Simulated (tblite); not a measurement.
Input of a run (GFN2-xTB geometry optimisation, gas phase (tblite 0.8.0)), started from a force field or distance geometry:
```
{"job": {"kind": "relax", "xc": "GFN2-xTB", "basis": "xTB"}, "charge": 0, "multiplicity": 1}
C      3.813800     0.657000    -0.558400
C      2.700600    -0.299100    -0.275100
O      2.912200    -1.535400    -0.070200
O      1.429300     0.174100    -0.211800
Si    -0.001600    -0.713000     0.118700
O     -1.116900    -0.464800    -1.228800
C     -2.262600     0.240900    -0.887100
C     -3.400800    -0.579100    -0.381600
C     -2.316900     1.532200    -0.995100
O     -2.377600     2.758600    -1.117300
H      3.476500     1.646000    -0.130200
H      4.747700     0.411400    -0.054700
H      3.920300     0.837200    -1.634800
H      0.131000    -2.135000     0.303700
H     -0.574500    -0.153400     1.364800
H     -3.809200    -0.149800     0.565800
H     -3.095600    -1.628600    -0.192600
H     -4.184600    -0.592700    -1.156500
```

Output (eV, eV/Å):
```
step      E/eV     max force
  0    -892.87671    5.157
  1    -892.79617   13.883
  2    -893.45123    3.101
  3    -893.50995    3.037
  4    -893.62246    0.800
  5    -893.68070    0.850
  6    -893.71518    0.764
  7    -893.73859    0.476
  8    -893.75336    0.468
  9    -893.77176    0.427
 10    -893.78292    0.347
 11    -893.79288    0.274
 12    -893.80117    0.297
 13    -893.80935    0.359
 14    -893.81620    0.310
 15    -893.82147    0.167
 16    -893.82631    0.193
 17    -893.83169    0.217
 18    -893.83634    0.229
 19    -893.83986    0.142
 20    -893.84319    0.151
 21    -893.84708    0.217
 22    -893.85154    0.226
 23    -893.85555    0.177
 24    -893.85852    0.160
 25    -893.86115    0.162
 26    -893.86463    0.192
 27    -893.86944    0.188
 28    -893.87501    0.172
 29    -893.88022    0.163
 30    -893.88406    0.126
 31    -893.88652    0.103
 32    -893.88821    0.077
 33    -893.88951    0.082
 34    -893.89064    0.080
 35    -893.89182    0.084
 36    -893.89326    0.083
 37    -893.89501    0.115
 38    -893.89695    0.257
 39    -893.89924    0.161
 40    -893.90241    0.132
 41    -893.90459    0.115
 42    -893.90707    0.125
 43    -893.90967    0.138
 44    -893.91284    0.157
 45    -893.91696    0.163
 46    -893.92182    0.179
 47    -893.92676    0.173
 48    -893.92869    0.342
 49    -893.93322    0.305
 50    -893.93635    0.153
 51    -893.94046    0.186
 52    -893.94358    0.227
 53    -893.94719    0.237
 54    -893.95038    0.143
 55    -893.95309    0.134
 56    -893.95603    0.165
 57    -893.96008    0.157
 58    -893.96380    0.146
 59    -893.96593    0.137
 60    -893.96742    0.215
 61    -893.96975    0.129
 62    -893.97414    0.149
 63    -893.97758    0.141
 64    -893.98030    0.171
 65    -893.98226    0.116
 66    -893.98459    0.113
 67    -893.98759    0.185
 68    -893.99187    0.190
 69    -893.99738    0.201
 70    -894.00331    0.225
 71    -894.00883    0.226
 72    -894.01382    0.196
 73    -894.01762    0.160
 74    -894.02064    0.136
 75    -894.02139    0.225
 76    -894.02458    0.124
 77    -894.02598    0.095
 78    -894.02837    0.109
 79    -894.03002    0.116
 80    -894.03249    0.107
 81    -894.03537    0.120
 82    -894.03858    0.121
 83    -894.04120    0.129
 84    -894.04359    0.129
 85    -894.04636    0.140
 86    -894.04945    0.124
 87    -894.05207    0.168
 88    -894.05360    0.089
 89    -894.05473    0.071
 90    -894.05598    0.101
 91    -894.05773    0.115
 92    -894.05983    0.166
 93    -894.06135    0.100
 94    -894.06215    0.098
 95    -894.06264    0.070
 96    -894.06320    0.102
 97    -894.06399    0.073
 98    -894.06470    0.062
 99    -894.06536    0.068
100    -894.06613    0.114
101    -894.06725    0.149
102    -894.06871    0.185
103    -894.07008    0.155
104    -894.07104    0.093
105    -894.07173    0.085
106    -894.07239    0.148
107    -894.07317    0.108
108    -894.07422    0.087
109    -894.07512    0.085
110    -894.07645    0.074
111    -894.07747    0.097
112    -894.07823    0.056
113    -894.07889    0.051
114    -894.07963    0.052
115    -894.08019    0.064
116    -894.08055    0.040
117    -894.08078    0.031
118    -894.08095    0.027
119    -894.08109    0.025
120    -894.08121    0.030
121    -894.08132    0.021
122    -894.08139    0.016
123    -894.08142    0.016
124    -894.08144    0.013
125    -894.08145    0.009
```

Q: Summarise the run.

A: The energy falls by 1.205 eV over 125 L-BFGS steps, the largest force on an atom goes from 5.16 to 0.009 eV/Å, and the atoms move by 0.680 Å rms after alignment. The bond that changes most is Si5–O6 (oxygen-bound silicon to silyl ether oxygen), which shortens by 0.154 Å. Bonds longer at the end by more than 0.005 Å: 4 of 17; shorter: 12. Among the angles that change most is Si5–O6–C7, from 113.9° to 130.0°. Among the dihedrals that turn most is Si5–O6–C7–C9, from 91° to 171°. The energy rose by more than 1e-5 eV at step 1.

Q: What are the final bond lengths?

A: C1–C2 1.503 Å, C2=O3 1.201 Å, C2–O4 1.324 Å, O4–Si5 1.647 Å, Si5–O6 1.613 Å, O6–C7 1.367 Å, C7–C8 1.505 Å, C7=C9 1.305 Å, C9=O10 1.169 Å, C1–H11 1.087 Å, C1–H12 1.085 Å, C1–H13 1.088 Å, Si5–H14 1.459 Å, Si5–H15 1.459 Å, C8–H16 1.088 Å, C8–H17 1.088 Å, C8–H18 1.086 Å. Numbering counts from 1 in the input's order; the species is `CC(=O)O[SiH2]OC(C)=C=O`.

Time: 1.9 s wall. Hardware: an Arm Neoverse N1 with one thread, shared host.

Its GFN2-xTB frequencies are all real (lowest 21 cm⁻¹). The numbers are those of one conformer.

All values are computed, not measured.
